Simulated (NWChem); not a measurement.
Molecule: Si$_{2}$SbH$_{6}$Cl; SMILES [SiH3][Sb]([Cl])[SiH3]

No frequency run checked for a minimum. def2 effective core potentials on Sb; no spin-orbit coupling.

Give the equilibrium geometry at PBE0/def2-SVP with def2 effective core potentials on Sb (NWChem) as a Z-matrix, with the point group.

point group Cs; any orientation.
```
Sb
Cl 1 2.4121
Si 1 2.5890 2 90.97
H 3 1.4924 1 110.83 2 -50.66
H 3 1.4930 4 109.98 1 -119.51
H 3 1.4970 4 109.74 5 -120.02
Si 1 2.5890 2 90.97 3 -91.35
H 7 1.4924 1 110.83 2 50.66
H 7 1.4930 8 109.98 4 147.31
H 7 1.4970 8 109.74 9 120.02
```
